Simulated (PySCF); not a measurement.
Computed data sheet: `CC(=O)N[SiH2]CCl`

C₃H₈ClNOSi.
Numbering: `[CH3:1][C:2](=[O:3])[NH:4][SiH2:5][CH2:6][Cl:7]` (hydrogens: H8, H9, H10 on C1; H11 on N4; H12, H13 on Si5; H14, H15 on C6)

Among its groups: amide, C–Cl bond, Si–H bond and C–Si bond.

From GFN2-xTB geometry:

```
Point group of the GFN2-xTB geometry                  : C1
Rotational constants A, B, C of the GFN2-xTB geometry : 3.623, 0.876, 0.748 GHz
```

**PBE0/def2-SVPD ground state and vertical TDDFT (core frozen in the response) (PySCF)**

```
Dipole moment                                                     : 2.66 D
HOMO energy                                                       : -7.80 eV
LUMO energy                                                       : 0.08 eV
HOMO–LUMO gap                                                     : 7.88 eV
Lowest singlet excitation                                         : 5.82 eV (213 nm, f = 0.000)
Strongest line among the 6 lowest singlet transitions             : S5 at 7.11 eV (174 nm, f = 0.082)
Lowest triplet excitation (Tamm–Dancoff)                          : 5.33 eV
Static isotropic polarisability                                   : 86.3 au
Electronic spatial extent ⟨r²⟩ about the centre of nuclear charge : 1483 bohr²
```

**PBE0/pcSseg-1 ground state and GIAO shieldings, non-relativistic (PySCF)**

```
Lowest Hirshfeld atomic charge                              : -0.26 e on O3
Highest Hirshfeld atomic charge                             : +0.36 e on Si5
13C chemical shifts (computed TMS as zero) by class         : 180.2 (C2), 30.8 (C6), 23.3 (C1) ppm
1H chemical shifts (computed TMS as zero) by class          : 4.85 (H12/H13), 4.67 (H11), 2.89 (H14/H15), 2.09 (H8/H9/H10) ppm
Isotropic shieldings of nuclei other than C and H, by class : 145 (N4), -110 (O3), 395 (Si5), 935 (Cl7) ppm
Mayer bond orders between heavy atoms                       : C1–C2 1.00, C2–O3 1.83, C2–N4 1.16, N4–Si5 0.85, Si5–C6 0.83, C6–Cl7 0.95
```

Monoisotopic mass (most abundant isotopes): 137.0064 u.

The largest Löwdin shares of the HOMO are 0.52 on O3, 0.13 on Cl7, 0.06 on C2 and 0.06 on C1. The dipole matches unit charges of opposite sign 0.55 Å apart (1 e·Å = 4.8032 D). In wavenumbers S1 is 47000 cm⁻¹ (1 eV = 8065.54 cm⁻¹). S1 lies 2.06 eV below the HOMO–LUMO gap; its leading configuration is HOMO→LUMO+1, weight 0.60.

Geometry: GFN2-xTB, one conformer, isolated molecule. NMR classes are plain means over equivalent atoms (diastereotopic ones count apart unless rotation or inversion swaps them), as if these changed places fast; in this geometry the members of some classes differ.

Shape of the structure used: `[CH3:1][C:2](=[O:3])[NH:4][SiH2:5][CH2:6][Cl:7]`: C1–C2–N4–Si5 178°, C2–N4–Si5–C6 180°, N4–Si5–C6–Cl7 58°.
